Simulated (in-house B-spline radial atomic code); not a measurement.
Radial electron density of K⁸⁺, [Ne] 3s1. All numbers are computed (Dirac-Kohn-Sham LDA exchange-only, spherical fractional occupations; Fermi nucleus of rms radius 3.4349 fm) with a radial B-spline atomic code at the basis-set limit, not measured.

Columns: r (bohr), 4πr²n(r) (electrons per bohr), bar.

```
 0.00299    0.481 #
 0.00355   0.6616 #
 0.00423   0.9124 ##
 0.00503    1.247 ##
 0.00598    1.695 ###
 0.00712    2.293 #####
 0.00847    3.073 ######
  0.0101    4.094 ########
   0.012     5.36 ###########
  0.0143    6.953 ##############
   0.017    8.843 ##################
  0.0202    11.03 ######################
   0.024    13.45 ###########################
  0.0286    16.01 ################################
   0.034    18.43 #####################################
  0.0405    20.48 #########################################
  0.0481    21.79 ###########################################
  0.0573    22.12 ############################################
  0.0681    21.36 ##########################################
  0.0811    19.67 #######################################
  0.0964    17.59 ###################################
   0.115    15.86 ################################
   0.137    15.33 ##############################
   0.162    16.31 ################################
   0.193    18.55 #####################################
    0.23    20.96 ##########################################
   0.274    22.08 ############################################
   0.325     20.9 ##########################################
   0.387    17.27 ##################################
   0.461    12.23 ########################
   0.548    7.439 ###############
   0.652    4.044 ########
   0.776    2.303 #####
   0.923    1.615 ###
     1.1    1.216 ##
    1.31   0.7768 ##
    1.55   0.3807 #
    1.85   0.1244 
     2.2  0.02717 
    2.62 0.003577 
    3.11 0.0002788 
    3.71 1.025e-05
```

On this grid the curve has 2 maxima, near 0.0573, 0.274 bohr.

The 2p3/2 radial function P(r) = rR(r), positive near the nucleus, with its small component Q(r) (sign convention: Q ≈ (P' + κP/r)/2c):

```tsv
r (bohr)	P	Q
0.00299	0.001926	-6.665e-05
0.00423	0.003804	-0.0001314
0.00598	0.007465	-0.0002575
0.00847	0.0146	-0.0005023
0.012	0.02831	-0.0009699
0.017	0.05414	-0.001844
0.024	0.1009	-0.00341
0.034	0.1845	-0.006161
0.0481	0.3245	-0.01066
0.0681	0.5435	-0.0175
0.0964	0.8504	-0.02666
0.137	1.218	-0.03691
0.193	1.531	-0.04458
0.274	1.641	-0.04553
0.387	1.42	-0.03731
0.548	0.923	-0.02297
0.776	0.4067	-0.009647
1.1	0.104	-0.002373
1.55	0.01289	-0.0002867
```
